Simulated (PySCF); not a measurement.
Precursor series Zr NH2-H. Gas-phase values, no solvent. One relaxed conformer stands for each flexible species; it need not be the lowest.

The LUMO from two functionals at the same geometries (BP86-D3(BJ)/def2-SVP), both in PySCF: PBE-D3(BJ)/def2-TZVP and TPSSh-D3(BJ)/def2-TZVP. 

| species | TPSSh-D3(BJ)/def2-TZVP (eV) |
|---|---|
| 0 of 4 NH2 replaced by H ([Zr(NH2)4]) | -0.36 |
| 1 of 4 NH2 replaced by H ([Zr(NH2)3(H)]) | -0.42 |
| 2 of 4 NH2 replaced by H ([Zr(NH2)2(H)2]) | -1.66 |
| 3 of 4 NH2 replaced by H ([Zr(NH2)(H)3]) | -2.36 |
| 4 of 4 NH2 replaced by H ([Zr(H)4]) | -2.90 |

**Question.** What does PBE-D3(BJ)/def2-TZVP give for each?

**Answer.** 
- 0 of 4 NH2 replaced by H ([Zr(NH2)4]): -0.85
- 1 of 4 NH2 replaced by H ([Zr(NH2)3(H)]): -0.92
- 2 of 4 NH2 replaced by H ([Zr(NH2)2(H)2]): -2.20
- 3 of 4 NH2 replaced by H ([Zr(NH2)(H)3]): -2.95
- 4 of 4 NH2 replaced by H ([Zr(H)4]): -3.52
Over these rows, drawn at random from the members with no instability flagged (it was tested for open shells, ions and some series alone), PBE minus TPSSh-D3(BJ): mean -0.55 eV, from -0.62 eV to -0.49 eV.
